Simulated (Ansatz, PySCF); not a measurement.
This Ansatz (a quantum-chemistry and plane-wave program) input computes a PBE0/def2-TZVPD energy:

Ansatz 0.2 input:
```yaml
crystal:
  periodic: [false, false, false]
  atoms:
    - {symbol: P, position_ang: [-0.09000591, -0.00215091, 0.07867543]}
    - {symbol: H, position_ang: [-0.13338891, 0.02755526, -1.33512432]}
    - {symbol: H, position_ang: [1.30565829, 0.00045897, 0.31042723]}
    - {symbol: H, position_ang: [0.07975178, 1.70229304, -0.04171292]}
    - {symbol: H, position_ang: [0.09806748, -1.69804361, -0.11372140]}
basis:
  gaussian:
    orbitals: def2-TZVPD
hamiltonian:
  xc: {name: PBE0}
total_charge: -1
output: {forces: true}
```

Question: Write an input for the same energy in PySCF and say what it gives.

Answer: 
```python
from pyscf import gto, scf, dft

mol = gto.M(
    atom='''
    P    -0.09000591   -0.00215091    0.07867543
    H    -0.13338891    0.02755526   -1.33512432
    H     1.30565829    0.00045897    0.31042723
    H     0.07975178    1.70229304   -0.04171292
    H     0.09806748   -1.69804361   -0.11372140
    ''',
    basis='def2-tzvpd',
    charge=-1,
    spin=0,
    verbose=4,
)

mf = dft.RKS(mol, xc='pbe0').density_fit(auxbasis='def2-universal-jkfit')
mf.grids.level = 3
mf.conv_tol = 1e-9
mf.max_cycle = 100
mf.max_memory = 1500
mf.kernel()
if not mf.converged:
    mf = mf.newton()
    mf.kernel(mf.make_rdm1())
mf.analyze()
```
It gives -343.55483 Eh, and Ansatz -343.55474 Eh, a difference of 0.09 mEh, from the treatment of integrals and grids.

Whether it binds its extra electron was not tested at this geometry.
